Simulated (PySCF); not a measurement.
C₂H₃N, SMILES [C-]#[N+]C.

Geometry optimised at PBE0-D3(BJ)/def2-TZVP.

Calculation: PySCF with CAM-B3LYP/def2-TZVPD.

Computed frontier levels, gap, dipole moment and polarisability:
```json
{
 "highest_occupied_level": "-10.28 eV",
 "lowest_empty_level": "0.60 eV",
 "orbital_gap": "10.88 eV",
 "dipole_moment": "3.86 D",
 "quadrupole, principal values (traceless, Buckingham form, about the centre of nuclear charge)": "-3.87, 1.94, 1.94 D·Å",
 "mean_static_polarisability": "30.8 bohr³ (4.57 Å³)",
 "polarisability_principal_values": "25.7, 25.7, 41.2 bohr³"
}
```
